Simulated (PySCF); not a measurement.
Molecule: `[SiH2](C)/C=C/[SiH3]`, C₃H₁₀Si₂.

Bonds (- single, = double, # triple, : aromatic): C1-Si2 1.877 Å, Si2-C3 1.878 Å, C3=C4 1.345 Å, C4-Si5 1.873 Å. C1 carries H6, H7, H8; Si2 carries H9, H10; C3 carries H11; C4 carries H12; Si5 carries H13, H14, H15. Stereochemistry as in C[SiH2]/C=C/[SiH3].

Geometry PBE0-D3(BJ)/def2-SVP throughout; GIAO in PySCF, gas phase, one conformer, non-relativistic; equivalent atoms averaged; functional PBE0.

For orientation, 6-311+G(2d,p) gives these absolute shieldings σ: C3 27.2, C1 196.2, Si2 392.3, Si5 409.3, H11 24.10, H12 24.55, H13/H14/H15 27.03, H9/H10 26.88, H6/H7/H8 31.25 ppm.

A run gave: C3 25.4, C1 196.6, Si2 380.1, Si5 397.8, H11 24.04, H12 24.53, H13/H14/H15 27.01, H9/H10 26.87, H6/H7/H8 31.24 ppm (absolute shieldings σ).

Task: Which basis set was used in that run?
A. aug-cc-pVDZ
B. pcSseg-0
C. 6-31G*
D. def2-TZVP
E. STO-3G

Result: D. Si5 tells them apart best: def2-TZVP gives 397.8, 6-31G* gives 452.9, pcSseg-0 gives 445.6, aug-cc-pVDZ gives 478.3, STO-3G gives 583.2 ppm.
